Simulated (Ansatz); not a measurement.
A nudged elastic band was laid between two geometries of AlClH₃NSSi (8 atoms, charge 0, multiplicity 1).

Theory: RKS PBE-D4/def2-SVP (Ansatz).

| Quantity | Value |
| --- | --- |
| movable images | 7 |
| climbing image | yes |
| spring | 5.0 eV/Å² |
| optimiser | quadratic models (default) |
| start path | through a guess of the saddle point |
| force threshold | 0.05 eV/Å |
| iteration limit | 60 |
| end points | relaxed |

First end point:

```xyz
8
Properties=species:S:1:pos:R:3
S -1.966 -0.181 1.343
Si -0.061 0.337 0.447
Cl 1.237 0.683 2.074
N 0.497 -0.851 -0.737
Al 0.495 0.631 -1.791
H -1.607 0.243 2.586
H 0.668 -1.861 -0.657
H 0.831 0.942 -3.320
```

Last end point:

```xyz
8
Properties=species:S:1:pos:R:3
S -1.874 -0.119 1.348
Si -0.722 1.226 0.027
Cl 1.337 1.226 1.303
N 0.194 -0.146 -1.004
Al 2.244 -0.135 -0.505
H -0.911 -1.051 1.617
H -0.231 -1.072 -0.825
H 0.055 0.014 -2.017
```

Q: What changes between the two ends?

A: Bonds broken: Si2–Al5, Al5–H8. Bonds formed: Cl3–Al5, N4–H8.

Q: What energy profile does the band end with?

A: It converged. The highest image is number 4 of 0 to 8, 48.7 kcal/mol above the first end and 50.9 kcal/mol above the last; the last end lies 2.2 kcal/mol below the first. The profile has 2 maxima (images 2, 4) with wells between them (image 3): this band takes more than one step, which may be the mechanism or a detour left from its start path. Neighbouring images differ by up to 1.9 eV, so the band resolves the path poorly. A vibrational analysis at the climbing image gives one clearly imaginary mode, 1201i cm⁻¹: a first-order saddle point. The orbitals stay closed-shell, which can raise the energy where a bond breaks towards radicals; this wasn't checked here.

```json
{"image": "0", "path coordinate (Å)": "0.00", "energy (kcal/mol)": "0.0", "Si2–Al5 (Å)": "2.32", "Al5–H8 (Å)": "1.60", "Cl3–Al5 (Å)": "3.94"}
{"image": "1", "path coordinate (Å)": "1.39", "energy (kcal/mol)": "2.9", "Si2–Al5 (Å)": "2.31", "Al5–H8 (Å)": "1.59", "Cl3–Al5 (Å)": "3.92"}
{"image": "2", "path coordinate (Å)": "2.79", "energy (kcal/mol)": "7.3", "Si2–Al5 (Å)": "2.32", "Al5–H8 (Å)": "1.61", "Cl3–Al5 (Å)": "3.79"}
{"image": "3", "path coordinate (Å)": "4.17", "energy (kcal/mol)": "4.3", "Si2–Al5 (Å)": "2.33", "Al5–H8 (Å)": "1.57", "Cl3–Al5 (Å)": "3.88"}
{"image": "4", "path coordinate (Å)": "5.56", "energy (kcal/mol)": "48.7", "Si2–Al5 (Å)": "2.41", "Al5–H8 (Å)": "1.65", "Cl3–Al5 (Å)": "3.96"}
{"image": "5", "path coordinate (Å)": "7.28", "energy (kcal/mol)": "7.7", "Si2–Al5 (Å)": "2.54", "Al5–H8 (Å)": "2.51", "Cl3–Al5 (Å)": "3.56"}
{"image": "6", "path coordinate (Å)": "8.99", "energy (kcal/mol)": "4.0", "Si2–Al5 (Å)": "2.59", "Al5–H8 (Å)": "2.73", "Cl3–Al5 (Å)": "3.75"}
{"image": "7", "path coordinate (Å)": "10.71", "energy (kcal/mol)": "1.3", "Si2–Al5 (Å)": "2.85", "Al5–H8 (Å)": "2.74", "Cl3–Al5 (Å)": "2.56"}
{"image": "8", "path coordinate (Å)": "12.42", "energy (kcal/mol)": "-2.2", "Si2–Al5 (Å)": "3.31", "Al5–H8 (Å)": "2.66", "Cl3–Al5 (Å)": "2.44"}
```

Q: What is the geometry of the highest image?

A: 
```xyz
8
Properties=species:S:1:pos:R:3
S -1.543 0.467 1.807
Si 0.214 0.522 0.554
Cl 1.824 0.772 1.870
N 0.265 -0.702 -0.622
Al 0.303 1.183 -1.766
H -2.245 -0.235 0.874
H 0.505 -1.693 -0.708
H 0.769 -0.372 -2.065
```

The run took 5.8 min on 2 threads of Arm Neoverse V1 (shared host), peak memory 0.15 GiB.
